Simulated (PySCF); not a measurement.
PySCF input (M06-2X/def2-TZVPD):

```python
from pyscf import gto, scf, dft

mol = gto.M(
    atom='''
    C    -2.41258030   -0.01888964   -0.05731211
    C    -0.93801091    0.30083308   -0.04676144
    C    -0.05226916   -0.70089223    0.05439762
    Cl    1.73554293    0.08710432    0.03538939
    H    -2.90761299    0.31745366   -0.98009618
    H    -2.95041684    0.45692304    0.77578377
    H    -2.55399749   -1.09976569    0.02509439
    H    -0.67504020    1.35830825   -0.12434605
    ''',
    basis='def2-tzvpd',
    charge=-1,
    spin=0,
    verbose=4,
)

mf = dft.RKS(mol, xc='m062x').density_fit(auxbasis='def2-universal-jkfit')
mf.grids.level = 4
mf.conv_tol = 1e-9
mf.max_cycle = 100
mf.max_memory = 1500
mf.kernel()
if not mf.converged:
    mf = mf.newton()
    mf.kernel(mf.make_rdm1())
mf.analyze()
```

Output:

```
PySCF version 2.14.0

[INPUT] verbose = 4
[INPUT] num. atoms = 8
[INPUT] num. electrons = 40
[INPUT] charge = -1
[INPUT] spin (= nelec alpha-beta = 2S) = 0
[INPUT] symmetry False subgroup None
[INPUT] Mole.unit = angstrom
[INPUT] Symbol           X                Y                Z      unit          X                Y                Z       unit  Magmom
[INPUT]  1 C     -2.412580300000  -0.018889640000  -0.057312110000 AA   -4.559116020521  -0.035696246192  -0.108304191521 Bohr   0.0
[INPUT]  2 C     -0.938010910000   0.300833080000  -0.046761440000 AA   -1.772583721754   0.568492130409  -0.088366314790 Bohr   0.0
[INPUT]  3 C     -0.052269160000  -0.700892230000   0.054397620000 AA   -0.098774397161  -1.324494357536   0.102796603628 Bohr   0.0
[INPUT]  4 Cl     1.735542930000   0.087104320000   0.035389390000 AA    3.279700815125   0.164603309066   0.066876254815 Bohr   0.0
[INPUT]  5 H     -2.907612990000   0.317453660000  -0.980096180000 AA   -5.494592227328   0.599900474641  -1.852113355932 Bohr   0.0
[INPUT]  6 H     -2.950416840000   0.456923040000   0.775783770000 AA   -5.575479780905   0.863459405604   1.466018857183 Bohr   0.0
[INPUT]  7 H     -2.553997490000  -1.099765690000   0.025094390000 AA   -4.826355778927  -2.078255955293   0.047421524363 Bohr   0.0
[INPUT]  8 H     -0.675040200000   1.358308250000  -0.124346050000 AA   -1.275641101072   2.566830585237  -0.234979979171 Bohr   0.0

nuclear repulsion = 128.014183293468
number of shells = 75
number of NR pGTOs = 272
number of NR cGTOs = 193
basis = def2-tzvpd
ecp = {}

******** <class 'pyscf.df.df_jk.DFRKS'> ********
method = DFRKS
initial guess = minao
damping factor = 0
level_shift factor = 0
DIIS = <class 'pyscf.scf.diis.CDIIS'>
diis_start_cycle = 1
diis_space = 8
diis_damp = 0
SCF conv_tol = 1e-09
SCF conv_tol_grad = None
SCF max_cycles = 100
direct_scf = False
XC library pyscf.dft.libxc version 7.1.2
    S. Lehtola, C. Steigemann, M. J. T. Oliveira, and M. A. L. Marques,  SoftwareX 7, 1–5 (2018)
XC functionals = m062x
    Y. Zhao and D. G. Truhlar,  Theor. Chem. Acc. 120, 215 (2008)
    Y. Zhao and D. G. Truhlar,  Theor. Chem. Acc. 120, 215 (2008)
radial grids:
    Treutler-Ahlrichs [JCP 102, 346 (1995); DOI:10.1063/1.469408] (M4) radial grids

becke partition: Becke, JCP 88, 2547 (1988); DOI:10.1063/1.454033
pruning grids: <function nwchem_prune>
grids dens level: 4
symmetrized grids: False
atomic radii adjust function: <function treutler_atomic_radii_adjust>
small_rho_cutoff = 0
Set gradient conv threshold to 3.16228e-05
Initial guess from minao.
tot grids = 177352
******** <class 'pyscf.df.df.DF'> ********
auxbasis = def2-universal-jkfit
init E= -577.000283989046
  HOMO = -0.2508653268313  LUMO = -0.0381536528679586  gap/eV = 5.78818
[...]
cycle= 11 E= -576.868145852639  delta_E= -3.88e-10  |g|= 1e-05  |ddm|= 0.000185
  HOMO = -0.0679290893046165  LUMO = 0.142737080638235  gap/eV = 5.73252
Extra cycle  E= -576.868145852675  delta_E= -3.64e-11  |g|= 7.87e-06  |ddm|= 8.22e-05
converged SCF energy = -576.868145852675
**** SCF Summaries ****
Total Energy =                        -576.868145852675411
Nuclear Repulsion Energy =             128.014183293467681
One-electron Energy =                -1054.089689293205538
Two-electron Energy =                  349.207360147062502
Two-electron Coulomb Energy =          395.293130659346275
DFT Exchange-Correlation Energy =      -46.085770512283752
HOMO-LUMO gap [eV] =                     5.732518471669854
**** MO energy ****
MO #1   energy= -102.410368464016  occ= 2
MO #2   energy= -10.3729733587821  occ= 2
MO #3   energy= -10.3547835308464  occ= 2
MO #4   energy= -10.3326365703898  occ= 2
MO #5   energy= -9.57226771674448  occ= 2
MO #6   energy= -7.29313520066687  occ= 2
MO #7   energy= -7.28992592636485  occ= 2
MO #8   energy= -7.28972092553829  occ= 2
MO #9   energy= -0.71261477519786  occ= 2
MO #10  energy= -0.670953594473854 occ= 2
MO #11  energy= -0.559717137993545 occ= 2
MO #12  energy= -0.398925473000137 occ= 2
MO #13  energy= -0.323927583943455 occ= 2
MO #14  energy= -0.317357743915907 occ= 2
MO #15  energy= -0.267117920460986 occ= 2
MO #16  energy= -0.222958714303097 occ= 2
MO #17  energy= -0.185386654023804 occ= 2
MO #18  energy= -0.161248774248985 occ= 2
MO #19  energy= -0.0945052454793611 occ= 2
MO #20  energy= -0.0679290893046165 occ= 2
MO #21  energy= 0.142737080638235  occ= 0
MO #22  energy= 0.152455623478075  occ= 0
MO #23  energy= 0.182428370213456  occ= 0
MO #24  energy= 0.187275595224218  occ= 0
MO #25  energy= 0.189579931244321  occ= 0
MO #26  energy= 0.219126890698367  occ= 0
MO #27  energy= 0.222169555458813  occ= 0
MO #28  energy= 0.244347415597453  occ= 0
MO #29  energy= 0.244459655396454  occ= 0
MO #30  energy= 0.261614240398113  occ= 0
MO #31  energy= 0.268512672289853  occ= 0
MO #32  energy= 0.285404240780604  occ= 0
MO #33  energy= 0.296774341025781  occ= 0
MO #34  energy= 0.31879875905283   occ= 0
MO #35  energy= 0.335435860309639  occ= 0
MO #36  energy= 0.347917103510381  occ= 0
MO #37  energy= 0.365952680249094  occ= 0
MO #38  energy= 0.373271892230148  occ= 0
MO #39  energy= 0.383464437201849  occ= 0
MO #40  energy= 0.387924369032699  occ= 0
MO #41  energy= 0.404913982751847  occ= 0
MO #42  energy= 0.414159022521727  occ= 0
MO #43  energy= 0.419763623638043  occ= 0
MO #44  energy= 0.423133031668071  occ= 0
MO #45  energy= 0.429992623414066  occ= 0
MO #46  energy= 0.445619899429728  occ= 0
MO #47  energy= 0.447375929182627  occ= 0
MO #48  energy= 0.452690764608745  occ= 0
MO #49  energy= 0.456097929987245  occ= 0
MO #50  energy= 0.458305129954093  occ= 0
MO #51  energy= 0.47734358658667   occ= 0
MO #52  energy= 0.477393026039571  occ= 0
MO #53  energy= 0.497923270243995  occ= 0
MO #54  energy= 0.50205221066007   occ= 0
MO #55  energy= 0.513802952067688  occ= 0
MO #56  energy= 0.517888912150771  occ= 0
MO #57  energy= 0.53399864259428   occ= 0
MO #58  energy= 0.537081274713378  occ= 0
MO #59  energy= 0.547556265395459  occ= 0
MO #60  energy= 0.560872084018225  occ= 0
MO #61  energy= 0.565210190240297  occ= 0
MO #62  energy= 0.61067673046631   occ= 0
MO #63  energy= 0.620018190504314  occ= 0
MO #64  energy= 0.624604531086251  occ= 0
MO #65  energy= 0.629906936980534  occ= 0
MO #66  energy= 0.64142840299811   occ= 0
MO #67  energy= 0.675443377962894  occ= 0
MO #68  energy= 0.68281149128072   occ= 0
MO #69  energy= 0.722737455960774  occ= 0
MO #70  energy= 0.73377233953832   occ= 0
MO #71  energy= 0.743498934442545  occ= 0
MO #72  energy= 0.770372308702175  occ= 0
MO #73  energy= 0.783171108620466  occ= 0
MO #74  energy= 0.790597158663254  occ= 0
MO #75  energy= 0.805212755793295  occ= 0
MO #76  energy= 0.830855079576711  occ= 0
MO #77  energy= 0.845948051111093  occ= 0
MO #78  energy= 0.850779504750313  occ= 0
MO #79  energy= 0.867154458687521  occ= 0
MO #80  energy= 0.871287024776985  occ= 0
MO #81  energy= 0.875598460725562  occ= 0
MO #82  energy= 0.885553267067933  occ= 0
MO #83  energy= 0.893138939656019  occ= 0
MO #84  energy= 0.909609910793895  occ= 0
MO #85  energy= 0.910449897522901  occ= 0
MO #86  energy= 0.929206471485754  occ= 0
MO #87  energy= 0.949128025966378  occ= 0
MO #88  energy= 0.966832924899646  occ= 0
MO #89  energy= 0.997915146275154  occ= 0
MO #90  energy= 1.0039132151465    occ= 0
MO #91  energy= 1.06300675529814   occ= 0
MO #92  energy= 1.07433275896677   occ= 0
MO #93  energy= 1.09002417275227   occ= 0
MO #94  energy= 1.17448406904114   occ= 0
MO #95  energy= 1.22264057679076   occ= 0
MO #96  energy= 1.28845516792652   occ= 0
MO #97  energy= 1.3128357359444    occ= 0
MO #98  energy= 1.32887087857936   occ= 0
MO #99  energy= 1.34948926976429   occ= 0
MO #100 energy= 1.3897402930922    occ= 0
MO #101 energy= 1.42881662172896   occ= 0
MO #102 energy= 1.47525428015515   occ= 0
MO #103 energy= 1.47686089143199   occ= 0
MO #104 energy= 1.55506373634213   occ= 0
MO #105 energy= 1.58164118055461   occ= 0
MO #106 energy= 1.6183320455159    occ= 0
MO #107 energy= 1.70834102160514   occ= 0
[...]
```

It need not be the lowest isomer of its formula. Whether it binds its extra electron was not tested at this geometry.
